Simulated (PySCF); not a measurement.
Sn, charge -1, quartet (all electrons, no relativity) (in this run its highest filled SCF level lies above zero, so its values depend strongly on the basis, on diffuse functions most of all); TPSS/STO-3G (PySCF).

Here is a job for PySCF.
```python
from pyscf import gto, scf, dft

mol = gto.Mole()
mol.atom = '''
    Sn    0.00000000    0.00000000    0.00000000
'''
mol.basis = 'sto-3g'
mol.charge = -1
mol.spin = 3
mol.verbose = 4
mol.build()

mf = dft.UKS(mol)
mf.xc = 'tpss'
mf.kernel()
```

Question: What does PySCF print? Leave out banner, timings and long lists.

Answer: 
```
PySCF version 2.14.0

[INPUT] verbose = 4
[INPUT] num. atoms = 1
[INPUT] num. electrons = 51
[INPUT] charge = -1
[INPUT] spin (= nelec alpha-beta = 2S) = 3
[INPUT] symmetry False subgroup None
[INPUT] Mole.unit = angstrom
[INPUT] Symbol           X                Y                Z      unit          X                Y                Z       unit  Magmom
[INPUT]  1 Sn     0.000000000000   0.000000000000   0.000000000000 AA    0.000000000000   0.000000000000   0.000000000000 Bohr   0.0

nuclear repulsion = 0
number of shells = 11
number of NR pGTOs = 81
number of NR cGTOs = 27
basis = sto-3g
ecp = {}

******** <class 'pyscf.dft.uks.UKS'> ********
method = UKS
initial guess = minao
damping factor = 0
level_shift factor = 0
DIIS = <class 'pyscf.scf.diis.CDIIS'>
diis_start_cycle = 1
diis_space = 8
diis_damp = 0
SCF conv_tol = 1e-09
SCF conv_tol_grad = None
SCF max_cycles = 50
direct_scf = True
direct_scf_tol = 1e-13
number electrons alpha = 27  beta = 24
XC library pyscf.dft.libxc version 7.1.2
    S. Lehtola, C. Steigemann, M. J. T. Oliveira, and M. A. L. Marques,  SoftwareX 7, 1–5 (2018)
XC functionals = tpss
    J. Tao, J. P. Perdew, V. N. Staroverov, and G. E. Scuseria,  Phys. Rev. Lett. 91, 146401 (2003)
    J. P. Perdew, J. Tao, V. N. Staroverov, and G. E. Scuseria,  J. Chem. Phys. 120, 6898 (2004)
    J. Tao, J. P. Perdew, V. N. Staroverov, and G. E. Scuseria,  Phys. Rev. Lett. 91, 146401 (2003)
    J. P. Perdew, J. Tao, V. N. Staroverov, and G. E. Scuseria,  J. Chem. Phys. 120, 6898 (2004)
radial grids:
    Treutler-Ahlrichs [JCP 102, 346 (1995); DOI:10.1063/1.469408] (M4) radial grids

becke partition: Becke, JCP 88, 2547 (1988); DOI:10.1063/1.454033
pruning grids: <function nwchem_prune>
grids dens level: 3
symmetrized grids: False
atomic radii adjust function: <function treutler_atomic_radii_adjust>
small_rho_cutoff = 0
Set gradient conv threshold to 3.16228e-05
tot grids = 21960
init E= -5948.63270781083
cycle= 1 E= -5964.74225194616  delta_E= -16.1  |g|= 0.121  |ddm|= 1.64
cycle= 2 E= -5964.74730963334  delta_E= -0.00506  |g|= 0.00273  |ddm|= 0.0857
cycle= 3 E= -5964.74731218669  delta_E= -2.55e-06  |g|= 4.65e-06  |ddm|= 0.00189
cycle= 4 E= -5964.74731218671  delta_E= -1.09e-11  |g|= 1.05e-09  |ddm|= 3.27e-06
Extra cycle  E= -5964.74731218672  delta_E= -1.18e-11  |g|= 2.53e-11  |ddm|= 7.41e-10
converged SCF energy = -5964.74731218672  <S^2> = 3.75  2S+1 = 4
```
